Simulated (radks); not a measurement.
All-electron atom: Tb LXV in 1s1. All-electron calculation, scalar-relativistic Kohn-Sham, PBE, spin-unpolarised, spherical densities, point nucleus; without spin polarisation the odd electron is poorly described. Program: a radial shooting solver on a logarithmic mesh with Libxc functionals.

Normalised radial functions P(r) = r R(r), r in bohr:

| r | 1s | 2s | 2p |
|---|---|---|---|
| 0.0009349 | 1.3171 | 0.4986 | 0.0118 |
| 0.001124 | 1.5296 | 0.5784 | 0.0161 |
| 0.001362 | 1.7834 | 0.6732 | 0.0223 |
| 0.001637 | 2.0598 | 0.7760 | 0.0305 |
| 0.001983 | 2.3846 | 0.8959 | 0.0424 |
| 0.002384 | 2.7317 | 1.0228 | 0.0580 |
| 0.002888 | 3.1301 | 1.1665 | 0.0804 |
| 0.003472 | 3.5434 | 1.3127 | 0.1098 |
| 0.004207 | 3.9999 | 1.4696 | 0.1517 |
| 0.005056 | 4.4502 | 1.6174 | 0.2063 |
| 0.006127 | 4.9153 | 1.7584 | 0.2833 |
| 0.007364 | 5.3327 | 1.8671 | 0.3819 |
| 0.008923 | 5.7060 | 1.9336 | 0.5180 |
| 0.01073 | 5.9675 | 1.9294 | 0.6880 |
| 0.013 | 6.0972 | 1.8261 | 0.9149 |
| 0.01562 | 6.0451 | 1.6038 | 1.1863 |
| 0.01893 | 5.7750 | 1.2161 | 1.5292 |
| 0.02275 | 5.2977 | 0.6792 | 1.9114 |
| 0.02757 | 4.5895 | -0.0505 | 2.3508 |
| 0.03314 | 3.7602 | -0.8791 | 2.7811 |
| 0.04015 | 2.8254 | -1.8028 | 3.1897 |
| 0.04865 | 1.9284 | -2.6654 | 3.4881 |
| 0.05848 | 1.1992 | -3.2941 | 3.5994 |
| 0.07085 | 0.6367 | -3.6037 | 3.4724 |
| 0.08517 | 0.2961 | -3.4917 | 3.0988 |
| 0.1032 | 0.1090 | -2.9725 | 2.4896 |
| 0.124 | 0.0332 | -2.2242 | 1.7980 |
| 0.1503 | 0.0072 | -1.3969 | 1.1066 |
| 0.1807 | 0.0012 | -0.7456 | 0.5873 |
| 0.2189 | 0.0001 | -0.3091 | 0.2451 |
| 0.2631 | 0.0000 | -0.1028 | 0.0830 |

1s: eigenvalue -60559 eV, 0 radial nodes, <r> = 0.0213 bohr, 90 % of the charge inside 0.0384 bohr. 2s (empty): eigenvalue -15224.6 eV, 1 radial node at r = 0.0272 bohr, <r> = 0.0855 bohr, 90 % of the charge inside 0.131 bohr. 2p (empty): eigenvalue -14522.4 eV, 0 radial nodes, <r> = 0.0741 bohr, 90 % of the charge inside 0.119 bohr.
